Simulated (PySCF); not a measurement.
## Energy of C⁺ (carbon, charge +1) between two integer charges

The 2p alpha orbital of [He] 2s2 2p1 is emptied in steps (occupation f), with all orbitals relaxed, ending at [He] 2s2. All numbers are calculated (PySCF 2.14, no relativity, point nucleus, in aug-pcseg-2). The exact energy is a straight line in f; departures are measured from the line between the end points of the same method.

```
  f  UHF (eV)  LDA (eV)  PBE (eV)  PBE0 (eV)  r2SCAN (eV)  LC-wPBE (eV)  BHandHLYP (eV)  wB97X (eV)  r2SCAN0 (eV)  HSE06 (eV)
  1     0.000     0.000     0.000      0.000        0.000         0.000           0.000       0.000         0.000       0.000
0.9     0.059    -0.633    -0.627     -0.458       -0.574        -0.191          -0.293      -0.212        -0.419      -0.495
0.7     0.135    -1.486    -1.470     -1.070       -1.335        -0.445          -0.683      -0.492        -0.972      -1.156
0.5     0.157    -1.778    -1.756     -1.275       -1.581        -0.527          -0.811      -0.581        -1.150      -1.376
0.3     0.129    -1.498    -1.475     -1.069       -1.320        -0.438          -0.677      -0.480        -0.958      -1.152
0.1     0.054    -0.642    -0.630     -0.456       -0.561        -0.184          -0.288      -0.199        -0.407      -0.490
  0     0.000     0.000     0.000      0.000        0.000         0.000           0.000       0.000         0.000       0.000
```

For BHandHLYP, how does the orbital energy at f = 1 compare with the removal energy?

−ε = 21.675 eV against a total-energy difference of 24.932 eV. By Janak's theorem ε = ∂E/∂f, so the gap between them reflects the curvature. Along the path −ε is 22.327 (f = 0.9), 23.638 (f = 0.7), 24.950 (f = 0.5), 26.247 (f = 0.3), 27.505 (f = 0.1) eV.

| method | E(f=0) − E(f=1) (eV) | −ε at f=1 (eV) | −ε at f=0.5 (eV) |
| --- | --- | --- | --- |
| UHF | 24.188 | 24.855 | 24.171 |
| LDA | 24.820 | 17.819 | 24.782 |
| PBE | 24.927 | 17.984 | 24.911 |
| PBE0 | 24.894 | 19.816 | 24.898 |
| r2SCAN | 25.047 | 18.660 | 25.088 |
| LC-wPBE | 25.072 | 22.957 | 25.090 |
| BHandHLYP | 24.932 | 21.675 | 24.950 |
| wB97X | 24.713 | 22.362 | 24.749 |
| r2SCAN0 | 25.009 | 20.337 | 25.049 |
| HSE06 | 24.916 | 19.425 | 24.927 |

Reference removal energy between the ground levels: 24.383 eV (measured; NIST Atomic Spectra Database, ionization energies). The calculation has no spin-orbit coupling. UHF lacks correlation.
